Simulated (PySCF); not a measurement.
**Ionisation energy of Si²⁺ by level of theory**

Si²⁺ [Ne] 3s2 (1S) → Si³⁺ [Ne] 3s1 (2S), as a difference of total energies. All numbers are calculated (PySCF 2.14, scalar relativity by spin-free X2C-1e, in aug-cc-pCVTZ-DK (8s7p5d3f, 75 functions)). Correlated levels: valence and next inner shell: 1s2 frozen. The calculations carry no spin-orbit coupling.

Problem. Order these methods by the ionisation energy they give, lowest first.
A. UHF
B. SCS-MP2 (valence and next inner shell)
C. CCSD (valence and next inner shell)
D. MP2 (valence and next inner shell)

Solution. A (32.021 eV), D (33.142 eV), B (33.261 eV), C (33.368 eV).

Errors of the correlated levels include the incompleteness of this basis and the frozen core.

For comparison: 33.493 eV (measured; NIST Atomic Spectra Database, ionization energies).
